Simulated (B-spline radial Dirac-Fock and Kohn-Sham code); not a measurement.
# K-shell conversion coefficients of Eu against transition energy

Level of theory: a Dirac-Hartree-Slater potential of the neutral atom with a Latter tail (no hole, which puts coefficients of high multipoles low close above an edge), finite nucleus with surface currents; an atomic code on a B-spline grid. Subshells within 1 keV of threshold and pair formation are left out.

```tsv
energy (keV)	E1	E2	E5	M1	M2	M4
50	1.46	3.14	0.0633	11.7	173	314
51.6	1.35	3.32	0.730	10.7	154	533
71.6	0.580	2.56	71.8	4.12	46.1	1010
82.8	0.395	1.88	84.0	2.70	27.0	703
100	0.239	1.17	67.9	1.57	13.6	375
116	0.160	0.776	47.7	1.03	7.93	212
170	0.0575	0.250	13.1	0.350	2.05	42.3
175	0.0532	0.229	11.7	0.323	1.85	37.3
179	0.0501	0.214	10.7	0.304	1.72	33.8
186	0.0452	0.190	9.22	0.273	1.50	28.6
200	0.0373	0.152	6.91	0.224	1.17	20.8
239	0.0234	0.0886	3.36	0.138	0.643	9.54
258	0.0192	0.0704	2.46	0.112	0.499	6.84
422	0.00571	0.0171	0.342	0.0307	0.104	0.853
500	0.00387	0.0110	0.180	0.0199	0.0625	0.432
1000	0.000933	0.00222	0.0176	0.00363	0.00899	0.0348
1400	0.000511	0.00114	0.00673	0.00165	0.00380	0.0120
1480	0.000465	0.00102	0.00579	0.00145	0.00331	0.0101
1650	0.000387	0.000832	0.00436	0.00113	0.00253	0.00735
1790	0.000339	0.000715	0.00354	0.000942	0.00208	0.00582
2000	0.000283	0.000583	0.00268	0.000735	0.00160	0.00427
```

Q: How fast do they fall between 1650 and 2000 keV?

A: As powers of the energy: E1 E^-1.62, E2 E^-1.85, E5 E^-2.52, M1 E^-2.25, M2 E^-2.39, M4 E^-2.82. Within one type (E or M) the higher multipoles fall faster.

Values without a named source are computed, but for edge energies of neutral atoms, which are taken from tables.
